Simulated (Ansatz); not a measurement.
Basis sets compared for B(H2O)Cl3 (BCl₃OH₂). Charge 0, multiplicity 1. Geometry r2SCAN-D4/def2-SVP. Ansatz on 4 threads of Intel Xeon on a shared host; times are rough, and most runs start from earlier orbitals.

```xyz
7

B     0.1586    0.4392   -0.4379
O    -0.0348   -0.9753    0.4468
H    -0.9992   -1.0957    0.5402
H     0.3208   -0.7801    1.3349
Cl    1.1669   -0.0042   -1.8538
Cl    0.9639    1.5362    0.7855
Cl   -1.5762    0.8798   -0.8155
```

Binding counts from free atoms (B doublet, O triplet, H doublet, Cl doublet) in the same basis, without a counterpoise term.

```json
{"level": "PBE-D4/def2-SVP", "functions": "92", "energy (Eh)": "-1480.8248", "HOMO (eV)": "-6.63", "LUMO (eV)": "-0.89", "binding per atom (eV)": "3.66", "wall time": "6 s"}
{"level": "PBE-D4/def2-TZVP", "functions": "185", "energy (Eh)": "-1481.4166", "HOMO (eV)": "-6.95", "LUMO (eV)": "-1.37", "binding per atom (eV)": "3.59", "wall time": "12 s"}
{"level": "r2SCAN-D4/def2-TZVP", "functions": "185", "energy (Eh)": "-1481.9522", "HOMO (eV)": "-7.31", "LUMO (eV)": "-0.74", "binding per atom (eV)": "3.52", "wall time": "15 s"}
{"level": "PBE0-D4/def2-SVP", "functions": "92", "energy (Eh)": "-1480.9473", "HOMO (eV)": "-8.12", "LUMO (eV)": "0.05", "binding per atom (eV)": "3.56", "wall time": "9.6 s"}
{"level": "PBE0-D4/def2-TZVP", "functions": "185", "energy (Eh)": "-1481.5320", "HOMO (eV)": "-8.37", "LUMO (eV)": "-0.47", "binding per atom (eV)": "3.50", "wall time": "16 s"}
```

**Question.** Estimate the rows for PBE-D4/def2-TZVPD, r2SCAN-D4/def2-TZVPD, PBE0-D4/def2-TZVPD.

**Answer.** 
```
               level  functions  energy (Eh)  HOMO (eV)  LUMO (eV)  binding per atom (eV)  wall time
   PBE-D4/def2-TZVPD        233   -1481.4201      -7.04      -1.78                   3.58       18 s
r2SCAN-D4/def2-TZVPD        233   -1481.9548      -7.37      -1.14                   3.52       27 s
  PBE0-D4/def2-TZVPD        233   -1481.5348      -8.43      -1.04                   3.50       23 s
```
